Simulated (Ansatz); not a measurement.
CH3 (SMILES [CH3-]), charge -1, multiplicity 1, relaxed at each level with Ansatz (a quantum-chemistry and plane-wave program); harmonic frequencies from differences of analytic forces, average atomic masses, frozen cores.

| level | harmonic frequencies (cm⁻¹) | ZPE (eV) | cost over PBE/def2-TZVPP (rough) |
|---|---|---|---|
| PBE/def2-TZVPP | 916 1390 1390 2744 2804 2804 | 0.747 | ×1 |
| r2SCAN/def2-TZVPP | 940 1434 1434 2803 2861 2861 | 0.765 | ×1 |
| B3LYP/def2-TZVPP | 945 1441 1441 2811 2856 2856 | 0.766 | ×0.9 |
| wB97X-V/def2-TZVPP | 957 1448 1448 2850 2898 2898 | 0.775 | ×2 |
| CCSD(T)/cc-pVDZ | 1121 1454 1454 2689 2732 2732 | 0.755 | ×0.5 |
| CCSD(T)/cc-pVTZ | 1040 1455 1455 2771 2814 2814 | 0.766 | ×6 |
